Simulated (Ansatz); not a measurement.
Cost and result for the atomization energy of C2H6AlClO2 (`C[O][Al]([Cl])[O]C`) (12 atoms, 11 bonds).

Z-matrix (Å, degrees):
```
C
O 1 1.400
H 1 1.096 2 112.4
H 1 1.094 2 109.9 3 -120.6
H 1 1.094 2 109.9 3 120.6
Al 2 1.673 1 135.5 3 0.6
O 6 1.669 2 120.8 1 180.0
Cl 6 2.083 2 120.5 1 -0.0
C 7 1.401 6 134.8 2 0.0
H 9 1.096 7 112.5 6 0.2
H 9 1.094 7 109.8 6 120.8
H 9 1.094 7 109.8 6 -120.5
```

The species carries charge 0 and has multiplicity 1. All single points use the PBE0-D4/def2-TZVP geometry. It is one conformer, not always the lowest. Program: Ansatz. All runs use 2 threads of an AMD EPYC 7R13 on a shared host and a share of an NVIDIA H100 80 GB. Times are those of one run each, without the atoms' runs, and a repeat can differ threefold. Electronic energies, without spin–orbit coupling; frozen cores. CCSD(T)/CBS adds CCSD(T) − MP2 in def2-TZVPP to the MP2 limit, and its time is that of the two runs behind it. T1 = 0.011. B3LYP takes the VWN-RPA correlation (the form of Gaussian; ORCA's B3LYP/G).

CCSD(T)/CBS is a level of theory with its own doubt, some kJ/mol a heavy atom from the limit and from the frozen cores, so smaller differences don't rank the functionals.

```tsv
level	functions	wall time
PBE0-D4/def2-TZVPP	292	3.7 s
PBE-D4/def2-TZVPP (with forces)	292	3.9 s
r2SCAN-D4/def2-TZVPP (with forces)	292	4.4 s
B2PLYP/def2-TZVPP	292	4.8 s
B3LYP-D4/def2-TZVPP (with forces)	292	5 s
MP2/def2-QZVPP	548	6 s
ωB97X-V/def2-TZVPP	292	6.5 s
ωB97M-V/def2-TZVPP (with forces)	292	9 s
CCSD(T)/def2-TZVPP	292	9.5 s
CCSD(T)/CBS(def2)	–	16 s
```

**Question.** What atomization energy does each give, and how far from CCSD(T)/CBS? (An estimate is asked.)

**Answer.** The calculation gave: 
```
                             level  atomization (kJ/mol)  difference from CCSD(T)/CBS  per bond
                PBE0-D4/def2-TZVPP                4622.6                        -29.1      -2.6
   PBE-D4/def2-TZVPP (with forces)                4708.0                         56.3       5.1
r2SCAN-D4/def2-TZVPP (with forces)                4658.7                          7.0       0.6
                 B2PLYP/def2-TZVPP                4591.6                        -60.1      -5.5
 B3LYP-D4/def2-TZVPP (with forces)                4622.9                        -28.8      -2.6
                    MP2/def2-QZVPP                4710.5                         58.8       5.3
                ωB97X-V/def2-TZVPP                4647.1                         -4.6      -0.4
  ωB97M-V/def2-TZVPP (with forces)                4652.0                          0.3       0.0
                CCSD(T)/def2-TZVPP                4527.1                       -124.6     -11.3
                 CCSD(T)/CBS(def2)                4651.7                          0.0       0.0
```

From PBE to PBE0 (25 % exact exchange), in def2-TZVPP and without D4, the atomization energy moves by −82.1 kJ/mol: exact exchange takes away binding that semilocal exchange gives to molecules. In def2-TZVPP, CCSD(T) changes the Hartree–Fock value by +1118.5 kJ/mol (the triples alone add +66.4 kJ/mol) and MP2 by +1227.5 kJ/mol; breaking electron pairs costs correlation energy, which Hartree–Fock lacks. The D4 term adds +37.2 kJ/mol with B3LYP and +19.9 kJ/mol with PBE0; it sums over pairs of atoms, weighted by their polarisabilities, and B3LYP, whose exchange is more repulsive, gets the larger term.
